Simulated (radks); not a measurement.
Charge is removed step by step from the 5s down level of Ba3+, starting from [Kr] 4d10 5s(up 1, down 1) 5p5. All-electron calculation, scalar-relativistic Kohn-Sham, BLYP, spin-polarised, spherical densities, point nucleus; open shells are filled with parallel spins first (spin-orbit coupling, left out, can overturn this in heavy ions). Program: a radial shooting solver on a logarithmic mesh with Libxc functionals.

[
 {"removed (e)": "0", "E - E(0) (eV)": "0.000", "eigenvalue (eV)": "-57.229", "E minus straight line (eV)": "0.000"},
 {"removed (e)": "0.125", "E - E(0) (eV)": "7.249", "eigenvalue (eV)": "-58.779", "E minus straight line (eV)": "-0.686"},
 {"removed (e)": "0.25", "E - E(0) (eV)": "14.692", "eigenvalue (eV)": "-60.336", "E minus straight line (eV)": "-1.177"},
 {"removed (e)": "0.375", "E - E(0) (eV)": "22.330", "eigenvalue (eV)": "-61.901", "E minus straight line (eV)": "-1.474"},
 {"removed (e)": "0.5", "E - E(0) (eV)": "30.163", "eigenvalue (eV)": "-63.472", "E minus straight line (eV)": "-1.574"},
 {"removed (e)": "0.625", "E - E(0) (eV)": "38.194", "eigenvalue (eV)": "-65.051", "E minus straight line (eV)": "-1.478"},
 {"removed (e)": "0.75", "E - E(0) (eV)": "46.423", "eigenvalue (eV)": "-66.636", "E minus straight line (eV)": "-1.184"},
 {"removed (e)": "0.875", "E - E(0) (eV)": "54.849", "eigenvalue (eV)": "-68.228", "E minus straight line (eV)": "-0.692"},
 {"removed (e)": "1", "E - E(0) (eV)": "63.476", "eigenvalue (eV)": "-69.827", "E minus straight line (eV)": "0.000"}
]

Removing the whole electron costs 63.476 eV by Delta-SCF, against 57.229 eV from minus the eigenvalue at the starting occupation. Slater's transition state (half an electron removed) gives 63.472 eV. Integrating minus the eigenvalue over the occupation (Janak's theorem) gives 63.491 eV. In this scalar-relativistic scheme the density is built from large components alone, so the theorem holds only approximately. The mean slope of the eigenvalue, de/dn, is 12.6 eV per electron.
